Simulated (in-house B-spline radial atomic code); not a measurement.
## Removing one electron from Hg LXIX (Hg68+)

Closed shell [Ne] 3s2. Computed with a B-spline radial code for spherical atoms: Koopmans values of Dirac-Hartree-Fock plus a diagonal self-energy, in second order or with its direct term screened (direct RPA, with the hole-particle interaction, or full time-dependent Hartree-Fock), linearised in energy; no-pair Dirac-Coulomb Hamiltonian, finite nucleus. Shifts add to the Koopmans value (the ΔSCF shift is orbital relaxation alone); the final value takes TDHF screening with Breit and QED.

Command:
```bash
python run_mb.py task.json out
```
Settings (nuclear radius in fm, box in bohr, cutoff in hartree):
```
basis_form          2
Z                   80
core_configuration  [Ne] 3s2
rms_radius          5.4648
mass_number         202
speed_of_light      137.036
box_radius          2.054
lmax                7
intervals           55
virtual_cutoff      25600.0
```

Time taken, with all properties: 4.6 s on 1 thread of Arm Neoverse N1, with other jobs on the host.

Energies in eV:

```tsv
subshell	Koopmans	ΔSCF shift	second order	direct RPA	hole-particle	TDHF	Breit + QED	final
3s1/2	8482.91	-0.251	?	?	?	?	?	?
```

Question: What does the self-energy do to 3s1/2?

Answer: It shifts the removal energy by 3.893 eV in second order, 3.062 with direct RPA, 3.570 with the hole-particle term and 3.782 with TDHF screening (quasi-particle weight 0.996); Breit and QED add -15.326 eV. The final value is 8471.37 eV, against 8470 ± 50 eV (NIST, tabulated theory).
